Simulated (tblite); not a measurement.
Species: C₄H₃N₂O₃S (doublet state).
SMILES with atom numbers: `[O:1][S:2](=[O:3])(=[O:4])[c:5]1[cH:6][cH:7][cH:8][n:9][n:10]1` (hydrogens: H11 on C6; H12 on C7; H13 on C8)
Bond orders are those of one Lewis drawing.

Computed with GFN2-xTB (tblite), gas phase: L-BFGS steps from a force-field or distance-geometry start until the largest atomic force falls under 0.01 eV/Å.

Step 14: E = -850.5778 eV
```
atom  x, y, z in Å  |  force x, y, z in eV/Å
O1      2.4872    0.3930    1.2715    0.080  -0.019   0.027
S2      2.3647   -0.1936   -0.0355    0.060   0.043  -0.016
O3      2.7109    0.6369   -1.1593   -0.081   0.004   0.006
O4      2.5850   -1.6101   -0.1473   -0.076  -0.006   0.025
C5      0.4788   -0.1554   -0.2269   -0.042  -0.018  -0.024
C6     -0.2513    0.4156    0.8088    0.047   0.011   0.032
C7     -1.6199    0.4229    0.6044   -0.014   0.002  -0.005
C8     -2.1282   -0.1252   -0.5774   -0.020   0.013   0.007
N9     -1.3423   -0.6489   -1.5025   -0.004   0.001  -0.021
N10    -0.0855   -0.6278   -1.2675    0.112  -0.046  -0.063
H11     0.2653    0.7997    1.6720   -0.013   0.037   0.068
H12    -2.2872    0.8437    1.3439    0.033  -0.023  -0.040
H13    -3.1819   -0.1502   -0.8017   -0.084   0.000   0.005
```

Step 15: E = -850.5790 eV
```
atom  x, y, z in Å  |  force x, y, z in eV/Å
O1      2.4875    0.3927    1.2716    0.101  -0.007   0.038
S2      2.3654   -0.1928   -0.0353   -0.020  -0.017  -0.009
O3      2.7047    0.6379   -1.1600   -0.043   0.016  -0.013
O4      2.5788   -1.6109   -0.1470   -0.050   0.029   0.021
C5      0.4781   -0.1556   -0.2267    0.021  -0.009  -0.002
C6     -0.2506    0.4159    0.8093    0.028   0.000   0.010
C7     -1.6194    0.4232    0.6047    0.011  -0.009  -0.018
C8     -2.1262   -0.1252   -0.5774   -0.026   0.007  -0.005
N9     -1.3391   -0.6484   -1.5019   -0.043  -0.020  -0.067
N10    -0.0811   -0.6291   -1.2694    0.047  -0.017  -0.017
H11     0.2654    0.8000    1.6723   -0.005   0.041   0.076
H12    -2.2865    0.8433    1.3434    0.016  -0.010  -0.019
H13    -3.1812   -0.1504   -0.8012   -0.039  -0.004   0.002
```

Question: Estimate the geometry and energy of step 16. (The exact step hangs on the optimiser's Hessian estimate; all steps are aligned on step 15, rigid shifts and turns removed.)

Answer: E = -850.5798 eV, largest force 0.102 eV/Å
```
atom  x, y, z in Å  |  force x, y, z in eV/Å
O1      2.4898    0.3923    1.2722    0.100  -0.008   0.021
S2      2.3652   -0.1926   -0.0349   -0.050   0.010  -0.003
O3      2.7002    0.6388   -1.1607   -0.029   0.005  -0.001
O4      2.5743   -1.6108   -0.1465   -0.028   0.006   0.012
C5      0.4777   -0.1561   -0.2269    0.048   0.002   0.018
C6     -0.2498    0.4161    0.8098    0.031  -0.004   0.004
C7     -1.6186    0.4232    0.6045    0.007  -0.012  -0.021
C8     -2.1254   -0.1251   -0.5777    0.000  -0.009  -0.031
N9     -1.3374   -0.6484   -1.5025   -0.051  -0.018  -0.060
N10    -0.0779   -0.6303   -1.2711   -0.027   0.008   0.019
H11     0.2652    0.8009    1.6739   -0.013   0.029   0.051
H12    -2.2859    0.8429    1.3428    0.010  -0.005  -0.010
H13    -3.1817   -0.1505   -0.8008    0.001  -0.005   0.002
```

The energy changes by -0.0008 eV. The first-order estimate −F·Δx gives -0.0011 eV and the mean of the old and new forces, exact on a quadratic surface, -0.0008 eV. The step makes an angle of 50° with the force vector and moves no atom by more than 0.005 Å.

What follows is the cost of the whole relaxation. The run took 0.26 s of wall time on an Arm Neoverse V1 with one thread, on a shared host.
